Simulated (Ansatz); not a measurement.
Ansatz results at the PBE0-D4/def2-TZVP geometry: size of the dipole moment (B3LYP/def2-TZVPP) 5.79 D; LUMO energy (PBE/def2-TZVPP) -4.20 eV; LUMO energy (PBE0/def2-TZVPP) -3.44 eV.

Q: Which molecule gave them?
A. `CC1=CC(C(F)(F)F)=[O+][Ti-]([OH])([F])([Cl])[O]1`
B. `CC1=CC(C)=[O+][B-](O)(F)O1`
C. `CC1=CC(C(F)(F)F)=[O+][Ti-]([F])([F])([Cl])[O]1`
D. `CC1=CC(C(F)(F)F)=[O+][Ti-]([F])([Cl])([Cl])[O]1`

A: D. The others give `CC1=CC(C(F)(F)F)=[O+][Ti-]([F])([F])([Cl])[O]1`: 6.10, -4.02, -3.25; `CC1=CC(C)=[O+][B-](O)(F)O1`: 6.70, -2.97, -2.11; `CC1=CC(C(F)(F)F)=[O+][Ti-]([OH])([F])([Cl])[O]1`: 6.79, -3.77, -2.99.

B3LYP here is the variant with VWN-RPA as its local correlation; programs differ in this.
